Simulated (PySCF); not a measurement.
# Radial density of In²⁺ (indium, charge +2)

UHF, [Kr] 4d10 5s1, 2S determinant. Computed with PySCF 2.14 in x2c-TZVPall (8s6p4d2f, 60 functions), with the spin-free X2C one-electron Hamiltonian (Gaussian nucleus).

| r (bohr) | 4πr²ρ (e/bohr) | 4πr²(ρα − ρβ) |
| --- | --- | --- |
| 0.0272 | 60.09 | 0.0022 |
| 0.0458 | 54.84 | -0.0001 |
| 0.0770 | 76.70 | 0.0166 |
| 0.129 | 66.96 | -0.0078 |
| 0.218 | 59.69 | 0.0121 |
| 0.366 | 49.60 | 0.0039 |
| 0.616 | 18.97 | 0.0677 |
| 1.04 | 18.25 | -0.0554 |
| 1.74 | 3.894 | 0.4921 |
| 2.93 | 0.4906 | 0.3431 |
| 4.93 | 0.01467 | 0.0146 |
| 8.30 | 3.192e-05 | 0.0000 |

Densities and radii are taken from the X2C orbitals without a picture-change correction, which distorts them close to the nucleus.

(1) Where is the radial spin density 4πr²(ρα − ρβ) most negative, and why is it negative at all?

Answers

(1) Around r = 1.04 bohr, down to -0.0554 e/bohr: exchange with the open shell polarises the paired shells in an unrestricted calculation.
